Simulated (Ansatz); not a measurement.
Input file for AlH₆NSSi (`[NH2][AlH][SiH2]S`):

```yaml
crystal:
  periodic: [false, false, false]
  atoms:
    - {symbol: N, position_ang: [-0.879237, 1.939558, 0.916089]}
    - {symbol: Al, position_ang: [0.207837, 0.989758, -0.101133]}
    - {symbol: Si, position_ang: [0.355058, -1.433837, 0.208565]}
    - {symbol: S, position_ang: [0.084153, -2.342831, -1.733807]}
    - {symbol: H, position_ang: [-1.449472, 1.565500, 1.657277]}
    - {symbol: H, position_ang: [-1.032791, 2.931465, 0.826376]}
    - {symbol: H, position_ang: [1.014314, 1.742797, -1.242005]}
    - {symbol: H, position_ang: [1.618100, -1.919009, 0.839367]}
    - {symbol: H, position_ang: [-0.764249, -2.005268, 1.008417]}
    - {symbol: H, position_ang: [0.929386, -1.519332, -2.376147]}
basis:
  gaussian: {orbitals: def2-SVP}
correlation: {method: ccsd_t}
```

```sh
$ ansatz run in.yaml --threads 2 --pin off --events-out ev --progress --plain --max-ram 4352MiB
```

Output of Ansatz, abridged:

```
Functional definition: HF
  name "HF"
  cite "Fock, Z. Phys. 61, 126 (1930) doi:10.1007/BF01340294"
  parent pbe
  exchange = exact_x
  correlation = 0
942 factors; integrals over basis functions are off by at most 1.0e-3 eV
mean field evaluation 1: about -26828.3726 eV, gradient 3.5e1 eV
mean field evaluation 2: about -26828.3776 eV, gradient 3.5e1 eV
mean field evaluation 4: about -26831.6156 eV, gradient 3.0e0 eV
mean field evaluation 8: about -26831.6608 eV, gradient 1.6e-4 eV
mean field -26831.66082642 eV, -986.0453482180 hartree, gradient 2.8e-6 eV, S^2 0.000000; 0 other end points of the search recorded, 0 dependent functions left out
16 core orbitals not correlated: weight in the atoms' cores, before any rotation towards them, 1.000 or more for the frozen orbitals, at most 0.000 for the correlated occupied ones
reference -26831.66082642 eV, -986.0453482180 hartree; 12, 12 occupied and 70, 70 virtual orbitals, 942 factors
second order -12.67168507 eV of doubles, -0.00000000 eV of singles
cycle   1  -13.74029721 eV  change    -1.1e0 eV  update   9.2e-2
cycle   2  -14.17712233 eV  change   -4.4e-1 eV  update   3.0e-2
cycle   3  -14.25191289 eV  change   -7.5e-2 eV  update   1.5e-2
cycle   4  -14.24845271 eV  change    3.5e-3 eV  update   4.9e-3
cycle   5  -14.24722412 eV  change    1.2e-3 eV  update   2.1e-3
cycle   6  -14.24709813 eV  change    1.3e-4 eV  update   7.1e-4
cycle   7  -14.24699499 eV  change    1.0e-4 eV  update   2.4e-4
cycle   8  -14.24704044 eV  change   -4.5e-5 eV  update   8.0e-5
cycle   9  -14.24705731 eV  change   -1.7e-5 eV  update   2.4e-5
perturbative correction -0.38245389 eV, -0.0140549212 hartree
Total energy: -26846.29033762 eV, -986.5829728382 hartree
```

Hardware: 2 threads of an Intel Xeon 6975P-C on a shared host. Wall time 3.2 s, peak host memory 0.33 GiB.

The correlation energy is -14.630 eV, 2.6 % of it from (T); the T1 diagnostic reads 0.0137.
